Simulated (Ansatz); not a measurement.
Cost and result for the atomization energy of CH4BrInO, SMILES `O[CH2][InH][Br]` (8 atoms, 7 bonds).

Charge 0, multiplicity 1. Correlated methods include outer-core shells of Br, In, which these sets cover unevenly. Scalar relativity is left out up to krypton. In takes the def2 core potential. All single points use the PBE0-D4/def2-TZVP geometry. It is one conformer, not always the lowest. Program: Ansatz. All runs use 4 threads of an Arm Neoverse V1 on a shared host. Times are those of one run each, without the atoms' runs, and a repeat can differ threefold. Electronic energies, without spin–orbit coupling; frozen cores. CCSD(T)/CBS adds CCSD(T) − MP2 in def2-TZVPP to the MP2 limit, and its time is that of the two runs behind it. T1 = 0.012. With those shells the extrapolation isn't a true limit. B3LYP takes the VWN-RPA correlation (the form of Gaussian; ORCA's B3LYP/G).

CCSD(T)/CBS is a level of theory with its own doubt, some kJ/mol a heavy atom from the limit and from the frozen cores, so smaller differences don't rank the functionals.

| level | functions | wall time |
| --- | --- | --- |
| LDA (SPW92)/def2-TZVPP | 216 | 1.2 s |
| PBE-D4/def2-TZVPP (with forces) | 216 | 2.5 s |
| PBE0-D4/def2-TZVPP | 216 | 3.4 s |
| BHLYP-D4/def2-TZVPP | 216 | 3.6 s |
| CAM-B3LYP-D4/def2-TZVPP | 216 | 3.9 s |
| B3LYP-D4/def2-TZVPP (with forces) | 216 | 5.5 s |
| B2PLYP/def2-TZVPP | 216 | 6 s |
| PBE-QIDH/def2-TZVPP | 216 | 6 s |
| CCSD(T)/def2-SVP | 106 | 9 s |
| ωB97M-V/def2-TZVPP (with forces) | 216 | 13 s |
| MP2/def2-QZVPP | 405 | 19 s |
| CCSD(T)/def2-TZVPP | 216 | 3.1 min |
| CCSD(T)/CBS(def2) | – | 3.4 min |

Question: What atomization energy does each give, and how far from CCSD(T)/CBS? (Estimate.)

Answer: Ansatz gave: 
| level | atomization (kJ/mol) | difference from CCSD(T)/CBS | per bond |
| --- | --- | --- | --- |
| LDA (SPW92)/def2-TZVPP | 2847.5 | 385.1 | 55.0 |
| PBE-D4/def2-TZVPP (with forces) | 2488.8 | 26.4 | 3.8 |
| PBE0-D4/def2-TZVPP | 2437.8 | -24.6 | -3.5 |
| BHLYP-D4/def2-TZVPP | 2341.9 | -120.5 | -17.2 |
| CAM-B3LYP-D4/def2-TZVPP | 2436.8 | -25.6 | -3.7 |
| B3LYP-D4/def2-TZVPP (with forces) | 2418.7 | -43.7 | -6.2 |
| B2PLYP/def2-TZVPP | 2397.3 | -65.1 | -9.3 |
| PBE-QIDH/def2-TZVPP | 2422.8 | -39.6 | -5.7 |
| CCSD(T)/def2-SVP | 2281.7 | -180.7 | -25.8 |
| ωB97M-V/def2-TZVPP (with forces) | 2444.5 | -17.9 | -2.6 |
| MP2/def2-QZVPP | 2467.4 | 5.0 | 0.7 |
| CCSD(T)/def2-TZVPP | 2385.0 | -77.4 | -11.1 |
| CCSD(T)/CBS(def2) | 2462.4 | 0.0 | 0.0 |

From BLYP to BHLYP (50 % exact exchange), in def2-TZVPP and without D4, the atomization energy moves by −63.7 kJ/mol: exact exchange takes away binding that semilocal exchange gives to molecules. The D4 term adds +26.9 kJ/mol with B3LYP and +14.0 kJ/mol with PBE0; it sums over pairs of atoms, weighted by their polarisabilities, and B3LYP, whose exchange is more repulsive, gets the larger term. At CCSD(T), def2-SVP lies −180.8 kJ/mol from the extrapolated value and def2-TZVPP −77.5 kJ/mol: correlation converges slowly with the basis, and small sets miss more of it in the bonded molecule than in its fragments.

Spin–orbit coupling would lower the free In atoms strongly, and the atomization energy with them, by more than many differences here.
